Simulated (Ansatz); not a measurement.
Two isomers of CH7ClSiSn: A = `C[SiH](Cl)[SnH3]`, B = `ClC[SiH2][SnH3]`.

Calculated with Ansatz (gas phase, PBE0-D4/def2-TZVP geometries, no zero-point term in ΔE). CCSD(T)/CBS is the MP2 limit (def2-TZVPP, def2-QZVPP) plus CCSD(T) − MP2 in def2-TZVPP, frozen cores. Functionals use def2-TZVPP. B3LYP here is the variant with VWN-RPA as its local correlation; programs differ in this. Elements past krypton have def2 core potentials. For Sn outer-core shells are correlated without core-valence functions, which leaves a few kJ/mol of doubt a bond. Each species was taken in one conformer, which may not be the lowest.

(1) Which is lower in electronic energy at CCSD(T)/CBS, and by how much? (Best estimate.)

(2) Give E(B) − E(A) in kcal/mol with PBE0-D4, B2PLYP, B3LYP, LDA (SPW92), r2SCAN-D4, CCSD(T)/def2-SVP, B3LYP-D4. (Estimate.)

(3) Does the order hold for the free energy at 298.15 K (harmonic terms from PBE0-D4)? (An estimate is asked.)

Largest T1 diagnostic: 0.012.

Answers

(1) The calculation gave: A, by 41.2 kcal/mol.

(2) Ansatz gave: PBE0-D4 41.1, B2PLYP 41.4, B3LYP 41.0, LDA (SPW92) 39.9, r2SCAN-D4 42.2, CCSD(T)/def2-SVP 38.5, B3LYP-D4 40.8. None reverses the order clearly.

(3) Computed: Yes: G(B) − G(A) = +39.9 kcal/mol, for one conformer each. Modes under 60 cm⁻¹, often nearly free rotors, make the harmonic entropy too high.

At CCSD(T), def2-SVP lies −2.6 kcal/mol from the extrapolated value and def2-TZVPP −0.6 kcal/mol. Leaving LDA and LC-ωPBE aside and taking each functional with its dispersion term where it has one, the values, not all of them listed here, spread over 3.3 kcal/mol, from revPBE-D4 to B97M-V.
